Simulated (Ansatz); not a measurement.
The same path of FGeH3 (5 atoms, charge 0, multiplicity 1) was run twice with different band settings. Lost on the way: Ge1–H2, Ge1–F3. Made: H2–F3.

Theory: Ansatz, RKS CAM-B3LYP/def2-SVP.

Relaxed end points:

```xyz
5
Properties=species:S:1:pos:R:3
Ge 0.182 0.000 0.211
H 0.195 0.000 1.743
F 1.845 0.000 -0.301
H -0.453 1.271 -0.361
H -0.453 -1.271 -0.361
```

```xyz
5
Properties=species:S:1:pos:R:3
Ge -0.754 0.000 0.241
H 1.534 0.000 1.636
F 1.519 0.000 0.705
H -0.491 1.144 -0.826
H -0.491 -1.144 -0.826
```

Common settings: spring 5.0 eV/Å²; optimiser quadratic models (default); start path through a guess of the saddle point; force threshold 0.05 eV/Å; iteration limit 60; end points relaxed.

| run | movable images | climbing image |
| --- | --- | --- |
| 1 | 5 | yes |
| 2 | 8 | no |

**Question.** What does each run give, and how far can it be trusted?

**Answer.** Run 1: converged after 7 iterations, highest image 2.792 eV above the first end. Neighbouring images differ by up to 1.3 eV, so the band resolves the path poorly. A vibrational analysis at the climbing image gives one clearly imaginary mode, 1370i cm⁻¹: a first-order saddle point.
Run 2: converged after 6 iterations, highest image 2.782 eV above the first end. No image climbed, so the highest image needn't sit at the top of the path.
The orbitals stay closed-shell, which can raise the energy where a bond breaks towards radicals; this wasn't checked here.
